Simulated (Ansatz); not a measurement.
`C[SiH2]OCN` → `CC(N)O[SiH3]`  (isomerisation)

Program: Ansatz. Geometries: PBE0-D4/def2-TZVP. ΔE: electronic, gas phase. CBS: MP2 limit from def2 TZ/QZ plus the TZ coupled-cluster correction, frozen cores. DFT in def2-TZVPP. HSE06 is defined as in plane-wave codes. Each species was taken in one conformer, which may not be the lowest.

`C[SiH2]OCN`:

Cartesian coordinates in Å:
```
C -2.287 -0.123 -0.130
Si -0.797 0.684 -0.905
O 0.582 -0.189 -0.693
C 1.232 -0.323 0.547
N 2.616 -0.612 0.319
H -3.185 0.469 -0.328
H -2.445 -1.125 -0.536
H -2.176 -0.207 0.955
H -0.616 2.041 -0.307
H -0.970 0.804 -2.374
H 1.060 0.595 1.136
H 0.802 -1.164 1.105
H 3.146 0.220 0.097
H 3.036 -1.070 1.113
```

`CC(N)O[SiH3]`:

Cartesian coordinates in Å:
```
C 0.985 0.698 -1.014
C 0.587 0.157 0.341
N 1.702 -0.453 0.983
O -0.495 -0.774 0.190
Si -2.078 -0.351 0.089
H 1.331 -0.120 -1.652
H 1.790 1.426 -0.908
H 0.138 1.176 -1.508
H 0.241 0.977 0.986
H 2.064 -1.211 0.417
H 1.435 -0.835 1.881
H -2.424 0.614 1.173
H -2.865 -1.597 0.237
H -2.411 0.292 -1.213
```

```csv
level,ΔE (kJ/mol),difference from CCSD(T)/CBS
revPBE-D4,12.8,0.2
r2SCANh-D4,14.7,2.1
r2SCAN0-D4,14.7,2.1
ωB97X-V,11.5,-1.1
ωB97M-V,13.7,1.1
PBE,17.0,4.4
r2SCANh,15.1,2.5
HSE06,16.7,4.1
BHLYP,14.5,1.9
CAM-B3LYP,13.5,0.9
LC-ωPBE,15.9,3.3
CCSD(T)/def2-SVP,-7.9,-20.5
CCSD(T)/def2-TZVPP,10.5,-2.1
HF/def2-QZVPP,12.9,0.3
MP2/def2-QZVPP,12.7,0.1
SCS-MP2/def2-QZVPP,11.6,-1.0
CCSD(T)/CBS,12.6,0
```

Task: What do rigid-rotor, harmonic-oscillator terms from PBE0-D4/def2-TZVP frequencies (298.15 K, 1 bar) make of the CCSD(T)/CBS value? (An estimate is asked.)

Result: Ansatz gave: ΔZPE = -1.5 kJ/mol, ΔH = +9.4 kJ/mol, ΔS = -17 J/(mol·K), ΔG = +14.5 kJ/mol. Modes under 50 cm⁻¹ make the entropy rough.

Largest T1 diagnostic among the species: 0.011.

At CCSD(T), def2-SVP lies −20.5 kJ/mol from the extrapolated value and def2-TZVPP −2.1 kJ/mol. Leaving LDA and LC-ωPBE aside and taking each functional with its dispersion term where it has one, the values, not all of them listed here, spread over 3.9 kJ/mol, from ωB97X-V to HSE06-D4. LDA lies −7.7 kJ/mol from PBE without D4.

CCSD(T)/CBS has its own doubt, a few kJ/mol and more with outer-core shells, so smaller differences from it don't rank the levels.
